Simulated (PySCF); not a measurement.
Correlation energy of Si (silicon, neutral)

[Ne] 3s2 3p1 4s1, high-spin 3P determinant (an excited configuration). All numbers are calculated (PySCF 2.14, scalar relativity by spin-free X2C-1e, in x2c-QZVPPall with one added diffuse shell each of s, p, d, f type (10s7p5d3f1g, 86 functions)). Frozen: 1s2; 12 electrons correlated.

```csv
level,correlation energy (mhartree)
CCSD,-248.13
(T),-4.46
CCSD(T),-252.59
```

Diagnostics: T1 = 0.014, D1 = 0.0611, largest double amplitude 0.089.

The outer electron is Rydberg-like, and this basis confines it to a smaller radius and binds it less than a complete one would.

Cost of the coupled-cluster step: roughly 100 core-seconds, for 12 correlated electrons.

Iterations:

```
CC2 = 0
CCSD nocc = (np.int64(7), np.int64(5)), nmo = (85, 85)
frozen orbitals [[0], [0]]
max_cycle = 100
direct = 0
conv_tol = 1e-08
conv_tol_normt = 1e-06
diis_space = 8
diis_start_cycle = 0
Init t2, MP2 energy = -0.232499443823279
Init E_corr(UCCSD) = -0.23249944382336
cycle = 1  E_corr(UCCSD) = -0.241694794282376  dE = -0.00919535046  norm(t1,t2) = 0.056965
cycle = 2  E_corr(UCCSD) = -0.245733175131192  dE = -0.00403838085  norm(t1,t2) = 0.0241632
cycle = 3  E_corr(UCCSD) = -0.248069039924601  dE = -0.00233586479  norm(t1,t2) = 0.0124442
cycle = 4  E_corr(UCCSD) = -0.248081817985893  dE = -1.27780613e-05  norm(t1,t2) = 0.00443509
cycle = 5  E_corr(UCCSD) = -0.248083057295209  dE = -1.23930932e-06  norm(t1,t2) = 0.0479064
cycle = 6  E_corr(UCCSD) = -0.248089657457251  dE = -6.60016204e-06  norm(t1,t2) = 0.00371902
cycle = 7  E_corr(UCCSD) = -0.248145398882294  dE = -5.5741425e-05  norm(t1,t2) = 0.00117394
cycle = 8  E_corr(UCCSD) = -0.248131783056526  dE = 1.36158258e-05  norm(t1,t2) = 0.000351012
cycle = 9  E_corr(UCCSD) = -0.24812964728793  dE = 2.1357686e-06  norm(t1,t2) = 0.000157711
cycle = 10  E_corr(UCCSD) = -0.248131765245705  dE = -2.11795777e-06  norm(t1,t2) = 0.000105218
cycle = 11  E_corr(UCCSD) = -0.248134202894412  dE = -2.43764871e-06  norm(t1,t2) = 0.00171065
cycle = 12  E_corr(UCCSD) = -0.248132506152053  dE = 1.69674236e-06  norm(t1,t2) = 5.9869e-05
cycle = 13  E_corr(UCCSD) = -0.248132167240935  dE = 3.38911118e-07  norm(t1,t2) = 2.35629e-05
cycle = 14  E_corr(UCCSD) = -0.248132140823949  dE = 2.6416986e-08  norm(t1,t2) = 5.79165e-05
cycle = 15  E_corr(UCCSD) = -0.248132612016867  dE = -4.71192917e-07  norm(t1,t2) = 5.93042e-05
cycle = 16  E_corr(UCCSD) = -0.248132945759793  dE = -3.33742926e-07  norm(t1,t2) = 2.88384e-05
cycle = 17  E_corr(UCCSD) = -0.248132778852897  dE = 1.66906896e-07  norm(t1,t2) = 1.32445e-05
cycle = 18  E_corr(UCCSD) = -0.248132715780447  dE = 6.30724492e-08  norm(t1,t2) = 2.88291e-06
cycle = 19  E_corr(UCCSD) = -0.248132670067776  dE = 4.57126716e-08  norm(t1,t2) = 1.67126e-06
cycle = 20  E_corr(UCCSD) = -0.248132670733536  dE = -6.6576053e-10  norm(t1,t2) = 2.62436e-06
cycle = 21  E_corr(UCCSD) = -0.248132668204676  dE = 2.5288599e-09  norm(t1,t2) = 5.47816e-07
UCCSD converged
E(UCCSD) = -289.53670278088  E_corr = -0.2481326682046763
UCCSD(T) correction = -0.00446322284134814
```

This basis was not built for core-valence correlation, so the inner-shell part is incomplete.
